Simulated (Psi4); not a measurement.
BrZn (SMILES [Zn][Br]), doublet, at a GFN2-xTB geometry (such geometries of metal compounds can be far from the true shape) (the spin is typed, not shown lowest); PBE/STO-3G (Psi4).

Here is a job for Psi4.
```
memory 2 GB

molecule {
0 2
Zn   -0.00000000   -0.00000000   -1.31529867
Br    0.00000000    0.00000000    1.12739886
}

set {
  basis sto-3g
  reference uks
}

energy('pbe')
print_variables()
```

Problem. What does Psi4 print? Leave out banner, timings and long lists.

Solution. 
```
   => Loading Basis Set <=

    Name: STO-3G
    Role: ORBITAL
    Keyword: BASIS

         ---------------------------------------------------------
                                   SCF
               by Justin Turney, Rob Parrish, Andy Simmonett
                          and Daniel G. A. Smith
                              UKS Reference
         ---------------------------------------------------------

  ==> Geometry <==

    Molecular point group: c2v
    Full point group: C_inf_v

    Geometry (in Angstrom), charge = 0, multiplicity = 2:

       Center              X                  Y                   Z               Mass
    ------------   -----------------  -----------------  -----------------  -----------------
         ZN           0.000000000000     0.000000000000    -1.349506682607    63.929142010000
         BR           0.000000000000     0.000000000000     1.093190847393    78.918337600000

  Running in c2v symmetry.

  Rotational constants: A = ************  B =      0.07999  C =      0.07999 [cm^-1]
  Rotational constants: A = ************  B =   2398.13480  C =   2398.13480 [MHz]
  Nuclear repulsion =  227.468224935528553

  Charge       = 0
  Multiplicity = 2
  Electrons    = 65
  Nalpha       = 33
  Nbeta        = 32

  ==> Algorithm <==

  SCF Algorithm Type is DF.
  DIIS enabled.
  MOM disabled.
  Fractional occupation disabled.
  Guess Type is SAD.
  Energy threshold   = 1.00e-06
  Density threshold  = 1.00e-06
  Integral threshold = 1.00e-12

  ==> Primary Basis <==

  Basis Set: STO-3G
    Blend: STO-3G
    Number of shells: 16
    Number of basis functions: 36
    Number of Cartesian functions: 38
    Spherical Harmonics?: true
    Max angular momentum: 2

  ==> DFT Potential <==

   => LibXC <=

    Version 7.1.2
    S. Lehtola, C. Steigemann, M. J. T. Oliveira, and M. A. L. Marques,  SoftwareX 7, 1–5 (2018) (10.1016/j.softx.2017.11.002)

   => Composite Functional: PBE <=

    PBE GGA Exchange-Correlation Functional

    J.P. Perdew et. al., Phys. Rev. Lett., 77(18), 3865-3868, 1996

    Deriv               =              1
    GGA                 =           TRUE
    Meta                =          FALSE

    Exchange Hybrid     =          FALSE
    MP2 Hybrid          =          FALSE

   => Exchange Functionals <=

    1.0000     XC_GGA_X_PBE

   => Correlation Functionals <=

    1.0000     XC_GGA_C_PBE

   => LibXC Density Thresholds  <==

    XC_GGA_C_PBE:  1.00E-12
    XC_GGA_X_PBE:  1.00E-15

[...]
   @DF-UKS iter  96: -4302.16597430031652   -3.63604e+00   4.43186e-02 ADIIS/DIIS
    Occupation by irrep:
             A1    A2    B1    B2
    DOCC [    16,    2,    7,    7 ]
    SOCC [     1,    0,    0,    0 ]
    NA   [    17,    2,    7,    7 ]
    NB   [    16,    2,    7,    7 ]

   @DF-UKS iter  97: -4298.43469593212558    3.73128e+00   8.11967e-02 ADIIS/DIIS
   @DF-UKS iter  98: -4302.83869272802440   -4.40400e+00   2.78279e-02 ADIIS/DIIS
    Occupation by irrep:
             A1    A2    B1    B2
    DOCC [    17,    2,    7,    6 ]
    SOCC [     0,    0,    0,    1 ]
    NA   [    17,    2,    7,    7 ]
    NB   [    17,    2,    7,    6 ]

   @DF-UKS iter  99: -4296.27634429801765    6.56235e+00   7.78065e-02 ADIIS/DIIS
    Occupation by irrep:
             A1    A2    B1    B2
    DOCC [    16,    2,    7,    7 ]
    SOCC [     1,    0,    0,    0 ]
    NA   [    17,    2,    7,    7 ]
    NB   [    16,    2,    7,    7 ]

   @DF-UKS iter 100: -4300.64700411128251   -4.37066e+00   7.57893e-02 ADIIS/DIIS

PsiException: Could not converge SCF iterations in 100 iterations.

  Failed to converge.

Traceback (most recent call last):
  File "psi4", line 375, in <module>
  File "<string>", line 23, in <module>
  File "site-packages/psi4/driver/driver.py", line 533, in energy
  File "site-packages/psi4/driver/procrouting/proc.py", line 2760, in run_scf
  File "site-packages/psi4/driver/procrouting/proc.py", line 2047, in scf_helper
  File "site-packages/psi4/driver/procrouting/scf_proc/scf_iterator.py", line 93, in scf_compute_energy
  File "site-packages/psi4/driver/procrouting/scf_proc/scf_iterator.py", line 86, in scf_compute_energy
  File "site-packages/psi4/driver/procrouting/scf_proc/scf_iterator.py", line 609, in scf_iterate

psi4.driver.p4util.exceptions.SCFConvergenceError: Could not converge SCF iterations in 100 iterations.

Printing out the relevant lines from the Psithon --> Python processed input file:
    Br    0.00000000    0.00000000    1.12739886
    """)
    core.IO.set_default_namespace("")
    core.set_global_option("BASIS", "sto-3g")
    core.set_global_option("REFERENCE", "uks")
--> energy('pbe')
    print_variables()

!-------------------------------------------------------!
!                                                       !
!  Could not converge SCF iterations in 100 iterations. !
!                                                       !
!-------------------------------------------------------!
```

Convergence was not reached.
